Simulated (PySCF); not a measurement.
ClGe2H4N, Ge2H6N (calculated)

Computed with PySCF 2.14.0. Calculation on a computer-drawn molecule: the log of a Hartree-Fock and frozen-core CCSD(T) single point meant for a local Hartree-Fock minimum, with one planted fault or none, to be diagnosed. Offsets are logged minus clean, where the clean run is the same molecule without the fault. The reference is restricted for singlets and unrestricted otherwise, and also for a bond in bohr or an excited solution. Adding or removing an electron swaps singlet and doublet. The excited solution moves the top pair (singlet) or top alpha electron (doublet) to the lowest empty orbital. Highest occupied and lowest empty are orbital energies over both spins, largest force is the largest gradient component, triples share is (T) over the correlation energy, the T1 limit is 0.02 restricted and 0.045 unrestricted, electrons count all cores, a negative frequency is imaginary (commonest isotopes), and the dipole is about the centre of nuclear charge; on germanium a core potential holds 10 electrons, which the energies leave out, and 3d is frozen in MP2 and coupled-cluster steps.

Common to all runs: meant multiplicity 1; meant basis and core potential on germanium cc-pVDZ-PP ECP10MDF; logged SCF converged yes; possible faults no fault, one electron removed, one electron added, multiplicity raised by two, geometry at a saddle point, SCF held on an excited solution, minimal basis STO-3G, one bond length entered in bohr, all coordinates scaled.

```json
{"entry": 1, "formula": "ClGe2H4N", "logged_structure": {"atoms_angstrom": [["Cl", 2.6999, -0.0864, -1.9736], ["Ge", 3.0074, 0.2305, 0.2252], ["N", 1.2639, 0.3941, 0.6854], ["Ge", -0.3481, 0.3376, -0.2587], ["H", 1.1342, 0.5508, 1.6729], ["H", -1.4375, 0.5565, 0.7974], ["H", -0.3909, 1.4551, -1.2957], ["H", -0.5245, -1.0259, -0.919]]}, "given": {"meant_charge": 0, "meant_basis": "cc-pV(D+d)Z", "logged_electrons": 92, "logged_basis_functions": 103, "logged_spin_squared": 0.0, "logged_highest_occupied [eV]": -5.0525, "logged_lowest_empty [eV]": -3.5853, "logged_largest_force [hartree/bohr]": 0.060026, "logged_CC_converged": "no", "logged_dipole_magnitude [debye]": 2.7383, "logged_SCF_stable_within_its_kind": "no", "logged_energy_HF [hartree]": -1102.75076, "drawn_bonds_atom": [1, 2, 3, 3, 4, 4, 4], "drawn_bonds_other_atom": [2, 3, 4, 5, 6, 7, 8], "drawn_bonds_order": [1, 1, 1, 1, 1, 1, 1]}, "results": {"planted_fault": "SCF held on an excited solution", "HF_energy_offset_from_clean_run [kcal/mol]": 223.8}, "notes": ["CCSD not converged"]}
{"entry": 2, "formula": "ClGe2H4N", "logged_structure": {"atoms_angstrom": [["Cl", 2.6999, -0.0864, -1.9736], ["Ge", 3.0074, 0.2305, 0.2252], ["N", 1.2639, 0.3941, 0.6854], ["Ge", -0.3481, 0.3376, -0.2587], ["H", 1.1342, 0.5508, 1.6729], ["H", -1.4375, 0.5565, 0.7974], ["H", -0.3909, 1.4551, -1.2957], ["H", -0.5245, -1.0259, -0.919]]}, "given": {"meant_charge": 0, "meant_basis": "cc-pV(D+d)Z", "logged_electrons": 91, "logged_basis_functions": 103, "logged_spin_squared": 0.7816, "logged_highest_occupied [eV]": -16.164, "logged_lowest_empty [eV]": -7.9109, "logged_largest_force [hartree/bohr]": 0.058858, "logged_T1_diagnostic": 0.025013, "logged_D1_diagnostic": 0.090995, "logged_triples_share": 0.033926, "logged_CC_converged": "yes", "logged_dipole_magnitude [debye]": 5.2512, "logged_SCF_stable_within_its_kind": "yes", "logged_energy_HF [hartree]": -1102.78093, "logged_energy_CCSD(T) [hartree]": -1103.31612, "drawn_bonds_atom": [1, 2, 3, 3, 4, 4, 4], "drawn_bonds_other_atom": [2, 3, 4, 5, 6, 7, 8], "drawn_bonds_order": [1, 1, 1, 1, 1, 1, 1]}, "results": {"planted_fault": "one electron removed", "HF_energy_offset_from_clean_run [kcal/mol]": 204.8, "CCSD(T)_energy_offset_from_clean_run [kcal/mol]": 213.1}}
{"entry": 3, "formula": "Ge2H6N", "logged_structure": {"atoms_angstrom": [["Ge", 0.6857, -0.4235, 1.618], ["N", -0.6589, -1.0369, 0.7293], ["Ge", -0.7543, -1.8055, -1.0462], ["H", 0.4672, 0.125, 3.0052], ["H", 2.0414, -0.4615, 0.9631], ["H", -1.5439, -0.9879, 1.2134], ["H", 0.6917, -1.744, -1.5099], ["H", -1.2772, -3.2133, -0.8398], ["H", -1.6901, -0.8979, -1.8198]]}, "given": {"meant_charge": 1, "meant_basis": "cc-pVDZ", "logged_electrons": 76, "logged_basis_functions": 90, "logged_spin_squared": 2.0323, "logged_highest_occupied [eV]": -12.164, "logged_lowest_empty [eV]": -6.123, "logged_largest_force [hartree/bohr]": 0.12418, "logged_T1_diagnostic": 0.018613, "logged_D1_diagnostic": 0.090844, "logged_triples_share": 0.022701, "logged_CC_converged": "yes", "logged_dipole_magnitude [debye]": 2.3817, "logged_SCF_stable_within_its_kind": "yes", "logged_energy_HF [hartree]": -644.33667, "logged_energy_CCSD(T) [hartree]": -644.70626, "drawn_bonds_atom": [1, 2, 1, 1, 2, 3, 3, 3], "drawn_bonds_other_atom": [2, 3, 4, 5, 6, 7, 8, 9], "drawn_bonds_order": [1, 1, 1, 1, 1, 1, 1, 1]}, "results": {"planted_fault": "multiplicity raised by two", "HF_energy_offset_from_clean_run [kcal/mol]": 68.8, "CCSD(T)_energy_offset_from_clean_run [kcal/mol]": 93.63}}
{"entry": 4, "formula": "Ge2H6N", "logged_structure": {"atoms_angstrom": [["Ge", 0.6857, -0.4235, 1.618], ["N", -0.6589, -1.0369, 0.7293], ["Ge", -0.7543, -1.8055, -1.0462], ["H", 0.4672, 0.125, 3.0052], ["H", 2.0414, -0.4615, 0.9631], ["H", -1.5439, -0.9879, 1.2134], ["H", 0.6917, -1.744, -1.5099], ["H", -1.2772, -3.2133, -0.8398], ["H", -1.6901, -0.8979, -1.8198]]}, "given": {"meant_charge": 1, "meant_basis": "cc-pVDZ", "logged_electrons": 76, "logged_basis_functions": 90, "logged_spin_squared": 0.0, "logged_highest_occupied [eV]": -9.1104, "logged_lowest_empty [eV]": -11.257, "logged_largest_force [hartree/bohr]": 0.22485, "logged_CC_converged": "no", "logged_dipole_magnitude [debye]": 9.013, "logged_SCF_stable_within_its_kind": "no", "logged_energy_HF [hartree]": -643.91621, "drawn_bonds_atom": [1, 2, 1, 1, 2, 3, 3, 3], "drawn_bonds_other_atom": [2, 3, 4, 5, 6, 7, 8, 9], "drawn_bonds_order": [1, 1, 1, 1, 1, 1, 1, 1]}, "results": {"planted_fault": "SCF held on an excited solution", "HF_energy_offset_from_clean_run [kcal/mol]": 332.6}, "notes": ["CCSD not converged"]}
```
